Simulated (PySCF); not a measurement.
Excitations are Tamm–Dancoff values on a coarser integration grid. The basis has no diffuse functions, so Rydberg states are missing or too high.

Cartesian coordinates (Å):
```xyz
16

O      3.1238     1.4617     0.3123
C      2.8087     0.3180     0.0810
C      1.4027    -0.1453    -0.0207
C      1.0601    -1.4333    -0.2813
Si    -0.8235    -1.5252    -0.3112
C     -0.9590     0.3205     0.0585
C     -2.1957     1.1382     0.2151
F     -2.9507     1.0923    -0.9019
F     -1.9434     2.4306     0.4762
F     -2.9637     0.6665     1.2190
C      0.2898     0.8195     0.1662
H      3.5754    -0.4833    -0.0753
H      1.8175    -2.2072    -0.4320
H     -1.3888    -2.3994     0.7520
H     -1.3743    -1.9201    -1.6359
H      0.5211     1.8666     0.3779
```
Charge 0, multiplicity 1.

### Question
What is the computed total energy, S1 excitation (TDA) and LUMO (PBE-D3(BJ)/def2-TZVP // B3LYP-D3(BJ)/def2-SVP in PySCF)?

### Answer

```json
{
  "total_energy": "-895.3429 Ha",
  "S1 excitation (TDA)": "2.62 eV",
  "LUMO": "-3.83 eV"
}
```
